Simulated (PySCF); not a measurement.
F (fluorine, neutral): UHF calculation

Configuration: [He] 2s2 2p5, 2P determinant. Computed with PySCF 2.14 in def2-QZVPPD, with the non-relativistic Hamiltonian (point nucleus).

| Property | Result |
| --- | --- |
| Total energy | -99.415928 hartree |
| One-electron energy | -139.2493 hartree |
| Hartree (Coulomb) energy | 49.8777 hartree |
| Exchange energy | -10.0443 hartree |
| Kinetic energy | 99.41622 hartree |
| ⟨S²⟩ | 0.7541 |
| ⟨L²⟩ | 2.013 |
| Sum of ⟨r⟩ | 7.780 bohr |
| Sum of ⟨r²⟩ | 10.25 bohr² |
| Traceless quadrupole moment −½Σ⟨3z² − r²⟩ along its main axis | 0.686 e·bohr² |
| Density at the nucleus (Gaussians lack the cusp) | 442 bohr⁻³ |
| Spin density at the nucleus | 0.123 bohr⁻³ |
| Langevin diamagnetic susceptibility | -8.12 ×10⁻⁶ cm³/mol |

```csv
shell,electrons,mean orbital energy (eV),spread (eV),"rms radius, mean of both spins (bohr)"
1s α,1,-718.56,0,0.204
1s β,1,-717.26,0,0.204
2s α,1,-45.507,0,1.10
2s β,1,-40.189,0,1.10
2p α,3,-20.939,3.095,1.24
2p β,2,-18.498,0,1.24
```

Spin-orbit constants ζ (cm⁻¹) from the X2C one-electron operator on these orbitals (non-relativistic here): bare nucleus, nucleus screened by l(l+1)(2l+1)/3 electrons, and screened by the Breit-Pauli mean field of the electrons.

```tsv
shell	bare	screened nucleus	mean field
2p	414.1	322.1	282.1
```

To first order the Landé constant is A = -282.1 cm⁻¹, so the lowest level has J = 3/2 and lies 0.0175 eV below the centre of the term.
